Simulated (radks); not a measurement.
Results of a calculation; reference values are marked as such.
Initial-state core-level shifts of neutral europium when its valence configuration changes from [Xe] 4f7 6s2. Level of theory: scalar-relativistic Kohn-Sham, PBEsol, spin-polarised, spherical densities, finite nucleus; open shells are filled with parallel spins first (spin-orbit coupling, left out, can overturn this in heavy ions); Fermi nuclear charge, rms radius 5.1115 fm (a radial shooting solver on a logarithmic mesh with Libxc functionals). Shifts are changes of the shell-averaged eigenvalues in eV (positive: less bound); the change of the density at the nucleus, which sets a Mossbauer isomer shift, is in e/bohr^3, on a base of 6.049e+05.

valence               2p       3s       3d       4d  density at nucleus
4f7 5d1 6s1       +1.248   +1.181   +1.192   +1.262              -21.80
4f6.5 6s2 6p0.5   -4.944   -5.366   -5.324   -4.999              +21.76
4f7 6s1 6p1       -1.111   -1.114   -1.114   -1.109              -19.00
4f5 5d1 6s1 6p2  -19.470  -21.672  -21.443  -19.388              +55.60
4f6 5d2 6s1       -5.243   -6.279   -6.162   -5.315               +7.21
4f6 5d1 6s2       -7.055   -8.044   -7.937   -7.130              +33.65
4f5 5d3 6s1      -12.809  -15.093  -14.841  -12.782              +41.69
